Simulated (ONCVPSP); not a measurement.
# I, ONCV: configuration errors across variants

iodine (I), optimised norm-conserving Vanderbilt (ONCV), made with ONCVPSP 4.0.1 (LDA (Perdew-Zunger), fully relativistic). Core [Ar] 3d10, reference 4s2 4p6 4d10 5s2 5p5. Waves: 4s+5s: rc 1.35 bohr, ncon 3, nbas 6, qcut 9.8 1/bohr, 2 projectors; 4p+5p: rc 1.40 bohr, ncon 4, nbas 8, qcut 7.6 1/bohr, 2 projectors; 4d: rc 0.85 bohr, ncon 4, nbas 7, qcut 11.8 1/bohr, 1 projector. Local part: polynomial inside 0.55 bohr (lpopt 3, dvloc0 6 Ha). Core correction: Teter function, fcfact 4.5, rcfact 1.45.

Open shells are filled in proportion to 2j + 1.

All-electron excitation energies from the reference (eV): (1) 4s2 4p6 4d10 5s2 5p4 11.333; (2) 4s2 4p6 4d10 5s2 5p3 31.427; (3) 4s2 4p6 4d10 5s2 5p2 61.077.

A true bound ghost makes a file unfit for plane-wave use even where its test errors are small: the radial tests pick states by their node count and pass the ghost by.

Errors AE − PS in meV (a dash: test not solved or not reliable):

```json
{"change": "base", "(1)": "+0.9", "(2)": "+4.6", "(3)": "+17", "bound ghosts": "s", "GHOST(+) flags above zero": "none"}
{"change": "d: rc 0.58", "(1)": "+0.9", "(2)": "+4.5", "(3)": "+16", "bound ghosts": "s", "GHOST(+) flags above zero": "none"}
{"change": "d: rc 0.76", "(1)": "+0.9", "(2)": "+4.6", "(3)": "+17", "bound ghosts": "s", "GHOST(+) flags above zero": "none"}
{"change": "d: rc 0.82", "(1)": "+0.9", "(2)": "+4.6", "(3)": "+17", "bound ghosts": "s", "GHOST(+) flags above zero": "none"}
{"change": "d: rc 0.92", "(1)": "+0.9", "(2)": "+4.6", "(3)": "+17", "bound ghosts": "s", "GHOST(+) flags above zero": "none"}
{"change": "d: rc 0.98", "(1)": "+0.9", "(2)": "+4.6", "(3)": "+17", "bound ghosts": "s", "GHOST(+) flags above zero": "none"}
{"change": "d: rc 1.1", "(1)": "+0.9", "(2)": "+4.6", "(3)": "+17", "bound ghosts": "s", "GHOST(+) flags above zero": "none"}
{"change": "d: rc 1.16", "(1)": "+0.9", "(2)": "+4.6", "(3)": "+17", "bound ghosts": "s", "GHOST(+) flags above zero": "none"}
{"change": "d: rc 1.24", "(1)": "+0.9", "(2)": "+4.6", "(3)": "+17", "bound ghosts": "s", "GHOST(+) flags above zero": "none"}
```

(1) Give the same row for: d: rc 0.68.

## Answers

(1) +0.9, +4.5, +16; bound ghosts: s; GHOST(+) flags above zero: none.
